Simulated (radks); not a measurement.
All-electron atom: F4+ in 1s1 2s2 2p2 (not the ground configuration). Method: Dirac Kohn-Sham, LDA (Slater exchange, Perdew-Zunger correlation), spin-unpolarised, spherical densities, point nucleus; open shells fill j = l - 1/2 first; computed with a radial shooting solver on a logarithmic mesh with Libxc functionals.

X-ray form factor f0, the Fourier transform of the density (f0(0) = 5):

| sin(theta)/lambda (1/angstrom) | f0 (electrons) |
|---|---|
| 0.05 | 4.949 |
| 0.1 | 4.800 |
| 0.15 | 4.566 |
| 0.2 | 4.263 |
| 0.25 | 3.914 |
| 0.3 | 3.540 |
| 0.4 | 2.794 |
| 0.5 | 2.142 |
| 0.6 | 1.635 |
| 0.8 | 1.032 |
| 1 | 0.779 |
| 1.25 | 0.656 |
| 1.5 | 0.586 |
| 2 | 0.451 |
